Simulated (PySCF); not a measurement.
This script is equivalent to a calculation on Cl⁺ (chlorine, charge +1).

```python
from pyscf import gto, scf, dft, mp, cc
import basis_set_exchange as bse
mol = gto.M(atom="Cl 0 0 0", charge=1, spin=2, symmetry="D2h",
            basis=gto.basis.parse(bse.get_basis("x2c-QZVPPall", elements=["Cl"], fmt="nwchem", augment_diffuse=1)),
            nucmod="G")
mf = dft.UKS(mol, xc="R2SCAN").sfx2c1e()
mf.irrep_nelec = {'Ag': (3, 3), 'B1u': (2, 1), 'B2u': (2, 2), 'B3u': (2, 1)}
mf.kernel()
```

Task: What total energy does it give?

Result: -461.075 hartree (calculated).

Task: Which occupied shell lies highest, and where?

Result: 3p β, at -18.716 eV.

Task: What is ⟨S²⟩, and what would a pure spin state give?

Result: 2.007, against 2.00.
